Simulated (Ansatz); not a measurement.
Geometry optimisation, RKS revPBE-D4/def2-SVP (Ansatz).

The input (input.yaml):

```yaml
crystal:
  periodic: [false, false, false]
  atoms:
    - { symbol: In, position_ang: [0.246269, 0.722654, -0.39408] }
    - { symbol: O, position_ang: [-0.028328, -0.147563, 2.644969] }
    - { symbol: H, position_ang: [-0.98741, -0.327071, 2.70143] }
    - { symbol: Cl, position_ang: [2.158513, -0.399181, -1.208534] }
    - { symbol: Cl, position_ang: [-1.901608, -0.005269, -1.063559] }
    - { symbol: S, position_ang: [0.390545, 2.784635, 0.946075] }
    - { symbol: H, position_ang: [1.739056, 2.623899, 1.090072] }
    - { symbol: H, position_ang: [0.005862, 0.846497, 2.638128] }
basis:
  gaussian: { orbitals: def2-SVP }
hamiltonian:
  xc: revpbe
  dispersion: d4
relax:
  f_tol: 0.03
  max_steps: 50
output:
  orbitals: {}
```

Run as:

```bash
$ ansatz run input.yaml --threads 4 --pin off --max-ram 5120MiB --backend cpu --events-out ev --progress --plain --runs-dir out
```

Q: Where does it end, and by what steps?

A: The forces met the threshold. After 14 steps the energy has fallen by 0.411 eV; H3 moved furthest, 0.70 Å. Joined: In1–O2 (3.17 → 2.38 Å).

| step | energy less start (eV) | largest force component (eV/Å) | accepted |
| --- | --- | --- | --- |
| 0 | 0.0000 | 0.615 | yes |
| 1 | -0.1314 | 0.942 | yes |
| 2 | -0.3063 | 0.954 | yes |
| 3 | -0.3480 | 0.963 | yes |
| 4 | -0.3883 | 0.133 | yes |
| 5 | -0.3921 | 0.469 | yes |
| 6 | -0.4020 | 0.183 | yes |
| 7 | -0.4023 | 0.142 | yes |
| 8 | -0.4059 | 0.045 | yes |
| 9 | -0.4077 | 0.073 | yes |
| 10 | -0.4089 | 0.189 | yes |
| 11 | -0.4100 | 0.085 | yes |
| 12 | -0.4103 | 0.062 | yes |
| 13 | -0.4111 | 0.041 | yes |
| 14 | -0.4113 | 0.030 | yes |

```xyz
8
Properties=species:S:1:pos:R:3
In 0.297 0.748 0.025
O -0.087 -0.199 2.175
H -1.014 -0.489 2.018
Cl 2.115 -0.479 -0.869
Cl -1.924 -0.034 -0.442
S 0.522 3.028 0.850
H 1.884 2.936 0.842
H -0.171 0.588 2.755
```

Whether the end is a true minimum wasn't checked by a vibrational analysis.

Run time: 16 s on 4 threads of Arm Neoverse V2, with other jobs on the host, peak memory 0.17 GiB.
